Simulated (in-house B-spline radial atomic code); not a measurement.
A run on an ion of nuclear charge 27 with 27.7 electrons that did not converge. Method: scalar-relativistic (X2C) LDA exchange-only, spin-polarised, spherical fractional occupations, Fermi nucleus of rms radius 3.7875 fm; computed with a B-spline radial code for spherical atoms.

Command:
```bash
python run_scf.py task.json out
```
Settings (nuclear radius in fm, mass in u):
```
Z                27
configuration    [Ar] 3d7.7 4s2
hamiltonian      x2c
method           lda,
spin_polarised   True
nucleus          fermi
rms_radius       3.7875
atomic_mass      58.93319
speed_of_light   137.035999084
```

First and last ten iterations of the last attempt (damped for 15 steps, keeping 80 % of the old Fock matrix, then DIIS):
```
 iter        energy (Eh)    residual
    1       -1386.480784    2.55e-01
    2       -1383.564306    3.86e-01
    3       -1386.771126    2.03e-01
    4       -1388.022456    8.77e-02
    5       -1388.326774    2.69e-02
    6       -1385.869660    1.29e-01
    7       -1387.834259    9.92e-02
    8       -1388.263063    3.33e-02
    9       -1388.343823    1.12e-02
   10       -1388.353261    5.86e-03
  111       -1385.863275    1.30e-01
  112       -1388.353260    6.29e-03
  113       -1388.352927    6.57e-03
  114       -1385.860962    1.30e-01
  115       -1385.861907    1.30e-01
  116       -1385.861693    1.30e-01
  117       -1385.861760    1.30e-01
  118       -1385.861660    1.30e-01
  119       -1385.861841    1.30e-01
  120       -1385.861620    1.30e-01
 not converged after 120 iterations
```

The smallest residual met was 4.1e-03; the threshold is about 3e-07. No energy from this run should be used. The likely cause: this method binds the added charge weakly or not at all at the basis-set limit, so charge moves back and forth between the atom and the box. Cost of the run: 1.9 s on 1 thread of Arm Neoverse V2, on a shared host.
